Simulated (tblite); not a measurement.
Compound: C3H10NSi2 (doublet state).
Z-matrix (Å and degrees, GFN2-xTB geometry), rows numbered from 1:
```
C 
Si  1  1.8352
C   2  1.9220  1  114.41
C   3  1.5263  2  108.53  1   145.15
Si  4  1.9020  3  108.98  2   -36.81
N   5  1.7268  4   96.25  3    29.27
H   1  1.0743  2  122.18  3    93.67
H   1  1.0754  2  122.87  3   -82.62
H   2  1.4715  1  112.09  3  -127.44
H   3  1.0904  2  108.81  1    26.11
H   3  1.0900  2  111.80  1   -91.74
H   4  1.0910  3  109.14  2    82.08
H   4  1.0908  3  110.56  2  -160.96
H   5  1.4662  4  113.54  3   145.75
H   5  1.4697  4  112.56  3   -87.87
H   6  1.0044  2  120.31  1    50.07
```

Level: GFN2-xTB in tblite, geometry and Hessian alike; calculated harmonic values, unscaled, isolated species. Errors from tens to a few hundred cm⁻¹ against measured bands are possible. Modes of hydrogen on silicon can be 10 to 20 % off. One conformer, not necessarily the lowest. Open shells enter through the occupations alone, without spin polarisation, and single modes of such species can be off by tens of per cent.

Harmonic wavenumbers (cm⁻¹): 72.7, 128.1, 142.4, 164.9, 226.5, 336.6, 374.5, 396.8, 484.2, 490.8, 530.6, 596.5, 623.3, 634.6, 668.8, 694.0, 712.2, 775.9, 784.9, 802.9, 839.1, 868.0, 923.0, 1055.3, 1066.6, 1123.2, 1142.9, 1260.6, 1277.0, 1390.0, 1478.9, 1494.3, 2168.0, 2190.2, 2230.3, 2959.8, 2972.5, 2981.8, 2990.0, 3100.2, 3145.4, 3509.0.

A = 4106, B = 1760, C = 1394 MHz; mass 116.035 u (most abundant isotopes); point group C1, symmetry number 1; spin multiplicity 2.

**Question.** What is the zero-point energy?

**Answer.** Half the sum of the wavenumbers: 25904 cm⁻¹ = 74.06 kcal/mol.

**Question.** Entropy at 298.15 K, 1 bar (ideal gas, RRHO, classical rotation)?

**Answer.** Translation 40.19, rotation 27.86, vibration 23.14, spin (R ln 2) 1.38: S = 92.6 cal/(mol K).

**Question.** And Cp and H(298.15 K) − H(0)?

**Answer.** Cp = 36.66 cal/(mol K), of which vibrations give 28.71 (their classical limit is 42 R = 83.5); H(298.15 K) − H(0) = 6.34 kcal/mol without the zero-point energy, 3.97 from vibrations.

**Question.** What must be added to the electronic energy to get the Gibbs energy at 298.15 K and 1 bar?

**Answer.** ZPE + [H(298.15 K) − H(0)] − T·S = 74.06 + 6.34 − 27.60 = 52.80 kcal/mol.

**Question.** Blend soft modes into free rotors: weight 1/[1 + (100 cm⁻¹/ν̃)⁴] for the oscillator and the rest for a rotor with moment μB/(μ + B), μ = h/(8π²ν), B = 10⁻⁴⁴ kg m². What vibrational entropy results?

**Answer.** 22.29 cal/(mol K) in place of 23.14, which changes −T·S at 298.15 K by +0.26 kcal/mol.

**Question.** How do the functions run with temperature in this model?

**Answer.** 
```
T (K)  S (cal/(mol K))  Cp (cal/(mol K))  H − H(0) (kcal/mol)  G − H(0) (kcal/mol)  ln q(vib)
  150             73.3              21.0                 2.05                -8.94       1.81
  250             86.5              31.8                 4.69               -16.94       3.88
  400            104.6              45.4                10.54               -31.31       7.28
  600            125.5              57.3                20.90               -54.37      11.87
  900            150.9              68.2                39.86               -95.98      18.31
```

q(vib) and H(0) count from the zero-point level.

**Question.** Which modes carry the vibrational entropy at 298.15 K?

**Answer.** 72.7 cm⁻¹: 4.08; 128.1 cm⁻¹: 2.97; 142.4 cm⁻¹: 2.77; 164.9 cm⁻¹: 2.49; 226.5 cm⁻¹: 1.91; 336.6 cm⁻¹: 1.23 cal/(mol K); the other 36 give 7.69 together.

Hindered rotation and anharmonicity are outside this model. Other conformers, if any are populated, would add a mixing term that is left out. The structure is chiral; the term R ln 2 for an equal mix with its mirror image is left out.

On an Arm Neoverse V2 with one thread, no GPU, on a shared host, this took 0.47 s. This covers the Hessian and the dipole derivatives.
